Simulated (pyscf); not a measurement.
## Addition across a multiple bond or ene-type step: O=AsH (SMILES O=[AsH]) + AsH₃ (SMILES [AsH3]) → H₂As–O–AsH₂ (SMILES [AsH2]O[AsH2])

Gas phase, singlet surface, charge 0. Bonds broken: As4–H5. Bonds formed: O1–As4, As2–H5. Structures and frequencies: ωB97X-D3(BJ)/def2-SVP in PySCF. MP2 and CC: frozen core, UHF for open shells. ΔMP2 is the change of the MP2 total energy from the triple- to the quadruple-zeta basis.

Transition state (Å):

```xyz
7

O     -1.0903     0.9825    -1.0247
As     0.5885     0.8571    -0.7602
H      0.6899     0.8319     0.7878
As    -1.2522    -1.0883    -0.2995
H      0.4508    -0.8449    -0.7302
H     -0.5528    -2.1318     0.6475
H     -1.6617    -0.3157     0.9427
```

One imaginary mode, 808i cm⁻¹; descent along it reached the two sides named, in the forms told below.

```
bond    change  reactant side (Å)  saddle  product side
------  ------  -----------------  ------  ------------
As4–H5  breaks              1.518   1.773           3.1
O1–As4   forms                3.0   2.200         1.801
As2–H5   forms                3.5   1.708         1.534
```

Electronic energies relative to the separated reactants (kcal/mol):

```csv
level,barrier,reaction energy,reverse barrier
ωB97X-D3(BJ)/def2-TZVP,20.0,-38.6,58.6
PBE/def2-TZVP,20.1,-29.4,49.5
r²SCAN/def2-TZVP,20.7,-33.6,54.4
B3LYP-D3(BJ)/def2-TZVP,23.2,-33.4,56.6
PBE0-D3(BJ)/def2-TZVP,18.9,-36.4,55.3
M06-2X/def2-TZVP,19.7,-40.0,59.7
ωB97M-D3(BJ)/def2-TZVP,24.6,-34.4,59.0
HF/def2-TZVP,34.7,-38.0,72.7
MP2/def2-QZVPP,26.3,-31.3,57.6
CCSD/def2-TZVPP,28.4,-33.6,62.0
CCSD(T)/def2-TZVPP,27.1,-31.8,58.9
CCSD(T)/def2-TZVPP + ΔMP2(QZVPP),26.5,-31.7,58.2
```

With CCSD(T)/def2-TZVPP + ΔMP2(QZVPP) energies and thermal terms (ideal gas, 1 atm, RRHO with modes under 100 cm⁻¹ raised to 100, one conformer, R ln 2 for chiral ones without a mode under 150 cm⁻¹), in kcal/mol:

```json
[
 {"T (K)": "298", "ΔH‡": "26.8", "ΔG‡": "38.0", "ΔH": "-29.4", "ΔG": "-18.3"},
 {"T (K)": "600", "ΔH‡": "27.0", "ΔG‡": "49.4", "ΔH": "-28.8", "ΔG": "-7.2"},
 {"T (K)": "900", "ΔH‡": "27.6", "ΔG‡": "60.4", "ΔH": "-27.8", "ΔG": "+3.4"},
 {"T (K)": "1200", "ΔH‡": "28.3", "ΔG‡": "71.3", "ΔH": "-26.7", "ΔG": "+13.7"}
]
```

On the product side the descent ends in a point that may be a rotor saddle (no frequency run), 1.3 kcal/mol over the lowest minimum found and 57.3 kcal/mol under the saddle at ωB97X-D3(BJ)/def2-TZVP. At the saddle there is also a short As–As contact that neither side keeps. O=AsH lies 7.5 kcal/mol over its isomer HO–As: [triplet] (electronic energy, ωB97M-D3(BJ)/def2-TZVP). H₂As–O–AsH₂ lies 11.8 kcal/mol over its isomer HO–AsH–AsH₂ (electronic energy, ωB97M-D3(BJ)/def2-TZVP). One saddle was located; it need not be the lowest between these sides. The CCSD(T) − MP2 part came from Ansatz, without density fitting, on the same reference. The frozen core leaves the outer d or s,p core shells of the metals and heavy elements correlated in the MP2 and CC values, and def2-TZVPP describes them poorly, which can shift differences by a few kcal/mol. Elements up to Kr have no core potential and no relativistic terms here.
